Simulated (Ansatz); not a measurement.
Two isomers of C2H5FSSi: A = `C=C(F)S[SiH3]`, B = `C[Si@H]1S[C@H]1F`.

Isolated molecules relaxed with PBE0-D4/def2-TZVP in Ansatz; ΔE leaves out vibrations. CBS: MP2 limit from def2 TZ/QZ plus the TZ coupled-cluster correction, frozen cores. Functionals use def2-TZVPP. B3LYP here is the variant with VWN-RPA as its local correlation; programs differ in this. One conformer a species, not always the lowest.

A:

```xyz
10

C    -1.8836    0.0990    1.1783
C    -0.6687    0.3665    0.7319
F     0.3883    0.2914    1.5560
S    -0.2812    0.9042   -0.8916
Si    1.5116   -0.2318   -1.2384
H    -2.0381   -0.1412    2.2221
H    -2.7278    0.1273    0.5062
H     1.7831   -0.0075   -2.6787
H     1.2700   -1.6687   -0.9617
H     2.6465    0.2607   -0.4241
```

B:

Z-matrix (Å, degrees):
```
C
Si 1 1.852
H 1 1.093 2 110.3
H 1 1.092 2 110.8 3 -119.9
H 1 1.091 2 109.6 3 120.1
S 2 2.099 1 119.9 3 -159.8
C 2 1.854 1 118.5 3 -95.8
H 2 1.482 1 114.6 3 53.1
F 7 1.371 2 118.9 1 -0.9
H 7 1.086 2 125.0 1 148.0
```

Q: Which isomer does CCSD(T)/CBS put lower? Give the gap. (Estimate.)

A: Ansatz gave: B, by 12.4 kcal/mol.

Q: Give E(B) − E(A) in kcal/mol with HF/def2-TZVPP, ωB97M-V, PBE-D4, r2SCAN-D4, CCSD(T)/def2-TZVPP, PBE0-D4, B3LYP. (Best estimate.)

A: The calculation gave: HF/def2-TZVPP -5.4, ωB97M-V -12.9, PBE-D4 -13.9, r2SCAN-D4 -13.7, CCSD(T)/def2-TZVPP -11.1, PBE0-D4 -14.7, B3LYP -9.8. None reverses the order clearly.

Largest T1 diagnostic: 0.013.

In def2-TZVPP, CCSD(T) changes the Hartree–Fock value by −5.7 kcal/mol (the triples alone add −0.4 kcal/mol) and MP2 by −8.1 kcal/mol. From PBE to PBE0 (25 % exact exchange), in def2-TZVPP and without D4, E(B) − E(A) moves by −0.8 kcal/mol.
